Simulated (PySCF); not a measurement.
## PrBr: frontier orbitals

M06-L at R = 2.751 Å; Pr x2c-SVPall, Br x2c-SVPall; spin-free X2C with a Gaussian nucleus (PySCF 2.14). State: quintet, about 2.8 electrons in the 4f shell (Mulliken), real f orbitals that mix terms. Only the outer orbitals are listed, counted within each symmetry.

| spin | orbital | occ. | ε (eV) | on Pr (%) | main shells (%) |
| --- | --- | --- | --- | --- | --- |
| α | 18σ | 1 | -18.49 | 8 | 92 Br s |
| α | 19σ | 1 | -6.96 | 14 | 85 Br p |
| α | 10π | 1 | -6.44 | 9 | 91 Br p |
| α | 10π | 1 | -6.44 | 9 | 91 Br p |
| α | 20σ | 1 | -3.27 | 99 | 81 Pr s, 12 Pr d |
| α | 1φ | 1 | -2.38 | 100 | 98 Pr f |
| α | 21σ | 1 | -2.37 | 100 | 95 Pr f |
| α | 4δ | 1 | -2.33 | 100 | 85 Pr f, 15 Pr d |
| α | 5δ | 0 | -1.84 | 100 | 85 Pr d, 15 Pr f |
| α | 4δ | 0 | -1.75 | 100 | 98 Pr d |
| α | 11π | 0 | -1.45 | 98 | 68 Pr d, 29 Pr p |
| β | 18σ | 1 | -18.38 | 15 | 85 Br s, 14 Pr p |
| β | 19σ | 1 | -6.89 | 13 | 86 Br p |
| β | 10π | 1 | -6.45 | 8 | 92 Br p |
| β | 10π | 1 | -6.45 | 8 | 92 Br p |
| β | 20σ | 0 | -1.83 | 102 | 68 Pr s, 28 Pr d |
| β | 4δ | 0 | -1.07 | 100 | 99 Pr d |
| β | 4δ | 0 | -1.00 | 100 | 99 Pr d |

Question: Which are the highest filled and the lowest empty level, where do they sit, and how wide is the gap?

Answer: Highest filled α 4δ at -2.33 eV (in %: 85 Pr f, 15 Pr d); lowest empty α 5δ at -1.84 eV (in %: 85 Pr d, 15 Pr f); the gap at M06-L is 0.49 eV.

```json
{
 "bond order (Mayer)": "1.09",
 "⟨S²⟩": "6.004",
 "charge on Pr (Mulliken, basis-dependent)": "0.40",
 "charge on Pr (Löwdin, basis-dependent)": "0.04",
 "dipole moment (positive dipole means Pr(−)Br(+))": "-4.57 D"
}
```

Shares are Mulliken populations and can fall outside 0 to 100 %.

Spin–orbit coupling is left out. The state is the lowest single determinant that the PBE0 search found; with open d or f shells the true ground state can be another one.
